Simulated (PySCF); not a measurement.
# Correlation energy of Cl(3+) (chlorine, charge +3)

[Ne] 3s2 3p2, high-spin 3P determinant. All numbers are calculated (PySCF 2.14, the spin-free X2C one-electron Hamiltonian (Gaussian nucleus), in x2c-TZVPall (5s5p2d1f, 37 functions)). Frozen: [Ne]; 4 electrons correlated.

MP2 pair energies summed by pair of shells (mhartree):

```json
{"pair": "3s-3p", "energy": "-44.10", "share (%)": "63.1"}
{"pair": "3s-3s", "energy": "-18.37", "share (%)": "26.3"}
{"pair": "3p-3p", "energy": "-7.43", "share (%)": "10.6"}
```

Total MP2 correlation energy: -69.90 mhartree.

Same-spin part -11.43 and opposite-spin part -58.48 mhartree; SCS-MP2 scales them by 1/3 and 6/5 to -73.98 mhartree.

```
  level  correlation energy (mhartree)
   CCSD                         -93.80
    (T)                          -1.98
CCSD(T)                         -95.78
```

Diagnostics: T1 = 0.0075, D1 = 0.0197, largest double amplitude 0.103.

Problem. Is a single reference adequate?

Solution. Mostly. T1 lies below 0.03, but a double amplitude of this size points to a near-degeneracy that CCSD handles and MP2 describes poorly.
